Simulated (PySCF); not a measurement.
## Spectroscopy problems

One conformer, non-relativistic Hamiltonian, averaged over atoms made equivalent by symmetry, fast rotation or ring inversion, no solvent. PBE0/pcSseg-1 with gauge-including orbitals; structure optimised with GFN2-xTB; PySCF.

Shifts are taken against calculated references (same method and geometry level): TMS for ¹H (31.72 ppm) and ¹³C (186.93 ppm). Where no couplings were computed, multiplicities follow the n + 1 count of equivalent neighbours, and m marks all less simple cases (inequivalent or close neighbours, rings, F or P nearby). Acid and N–H amide carbonyl carbons lie up to 10 ppm further downfield in solution (hydrogen bonding). Shifts are as computed. Against solution values, carbons near 30 ppm lie about +3 ppm off and those near 130 ppm about +5 ppm. Of 1211 compounds with measured shifts, 218 miss one by over three times the rms of a fit or turn the order of signals round; such compounds aren't used in these exercises. OH and NH positions are gas-phase values without hydrogen bonding to other molecules.

(1) C4H11NO2Si2. ¹H NMR (400 MHz, computed): δ 6.56 (m, 1H), 6.55 (m, 1H), 6.19 (m, 1H), 5.65 (m, 1H), 5.17 (br s, 2H), 4.44 (m, 1H), 4.32 (m, 1H), 3.72 (s, 3H). ¹³C{¹H} NMR (computed): δ 185.7 (C), 144.4 (CH), 141.5 (CH2), 53.5 (CH3). Give a structure.

(2) C5H5N3. ¹H NMR (500 MHz, computed): δ 7.91 (m, 1H), 7.89 (m, 1H), 5.30 (d, 2H), 1.95 (t, 1H). ¹³C{¹H} NMR (computed): δ 139.3 (CH), 129.3 (CH), 83.1 (C), 82.2 (CH), 40.5 (CH2). Give a structure.

Results:

(1) SMILES C=C[Si@@H](OC)[SiH2]C(N)=O. Rings plus π bonds: 2 (no ring in the answer). 4 carbon signals for 4 carbons: no two carbons are equivalent. Carbon types of the structure: 1 × C, 1 × CH, 1 × CH2, 1 × CH3, leaving 5 H on heteroatoms. δC 185.7: carbonyl carbon. δC 144.4: alkene CH; the olefinic region. δC 141.5: terminal =CH2 carbon; an sp2 carbon of a C=C bond. δH 5.17: hydrogen on an amide-type nitrogen; labile proton, position sensitive to the medium.

This is the structure that produced the data.

(2) `C#CCn1ccnn1`. Rings plus π bonds: 5 (1 ring in the answer). 5 carbon signals for 5 carbons: no two carbons are equivalent. Carbon types of the structure: 1 × C, 3 × CH, 1 × CH2, which accounts for all hydrogens. δC 139.3, 129.3: aromatic CH next to a ring nitrogen. δC 83.1: alkyne carbon; sp carbons lie upfield of alkene carbons because the cylindrical π system leaves one tensor component strongly shielded. δC 82.2: terminal alkyne carbon; sp carbons lie upfield of alkene carbons because the cylindrical π system leaves one tensor component strongly shielded. δH 1.95: hydrogen on a terminal alkyne carbon; it lies on the axis of the triple bond, in its shielding cone.

This is the structure that produced the data.
